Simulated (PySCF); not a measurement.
C5H5FO, SMILES C#C[C@@]1(F)CCO1. Atoms are numbered in the order given.

```xyz
12

C      1.8539     0.1731     1.8736
C      1.1057     0.0380     0.9360
C      0.1587    -0.1436    -0.1806
F      0.8113    -0.7842    -1.2029
C     -1.2200    -0.7606     0.1080
C     -1.7514     0.5642    -0.4593
O     -0.4077     1.0559    -0.6306
H      2.5274     0.3001     2.7038
H     -1.4081    -1.6607    -0.4912
H     -1.4298    -0.9476     1.1685
H     -2.2894     0.5004    -1.4189
H     -2.3216     1.1922     0.2430
```

Coordinates come from a ωB97X-D3(BJ)/def2-SVP optimisation. The structure was generated by enumeration; whether it is a known compound was not checked.

Two levels are set side by side: PBE/pcSseg-1 (PySCF) and B3LYP/pcSseg-1 (PySCF). GIAO shifts against CFCl3 (¹⁹F), H2O (¹⁷O), TMS (¹H), TMS (¹³C) at the same level; non-relativistic, no solvent, atoms listed together averaged. Differences are taken from unrounded values.

```
quantity                B3LYP
----------------------  -----
δ(¹³C) of C1 (ppm)       80.1
δ(¹³C) of C2 (ppm)       83.5
δ(¹³C) of C3 (ppm)      115.0
δ(¹⁹F) of F4 (ppm)      -99.0
δ(¹³C) of C5 (ppm)       42.6
δ(¹³C) of C6 (ppm)       68.6
δ(¹⁷O) of O7 (ppm)      128.0
δ(¹H) of H8 (ppm)        2.81
δ(¹H) of H9, H10 (ppm)   3.16
```

### Question
What does PBE give, and how far is it from B3LYP? (The exact figures need the calculation; the answer reports its results.)

### Answer

```csv
quantity,PBE,PBE minus B3LYP
δ(¹³C) of C1 (ppm),79.2,-0.9
δ(¹³C) of C2 (ppm),84.2,0.6
δ(¹³C) of C3 (ppm),116.6,1.5
δ(¹⁹F) of F4 (ppm),-109.3,-10.3
δ(¹³C) of C5 (ppm),42.3,-0.3
δ(¹³C) of C6 (ppm),69.1,0.5
δ(¹⁷O) of O7 (ppm),136.8,8.8
δ(¹H) of H8 (ppm),2.73,-0.08
"δ(¹H) of H9, H10 (ppm)",3.19,0.02
```

Rough cost on one machine, each run with all the roots and properties that it gave: B3LYP against PBE within a factor of 2.
